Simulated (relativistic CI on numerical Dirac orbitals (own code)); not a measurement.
Pr⁴⁺ (4f) in a crystal field

Calculated by Dirac-Coulomb-Breit CI, orbitals from a KLI potential per configuration, model QED, one configuration in a parametric crystal field, unscaled Slater integrals (own radial code).

Field parameters in Wybourne normalisation; cubic f-shell fields have B⁴₄ = √(5/14) B⁴₀ and B⁶₄ = −√(7/2) B⁶₀. The field is a parameter set, without covalency.

S is read from ⟨S²⟩ = S(S + 1).

Levels (cm⁻¹, degeneracy): 0 (4), 54 (2), 2795 (4), 3173 (2), 3414 (2).

Question: Which field gives this pattern?
A. Oh, B40 = -530, B60 = 1180 cm⁻¹
B. Oh, B40 = 2220, B60 = 520 cm⁻¹
C. Oh, B40 = 4000, B60 = 750 cm⁻¹

Answer: A. Oh, B40 = -530, B60 = 1180 cm⁻¹, ground level with S = 0.50.
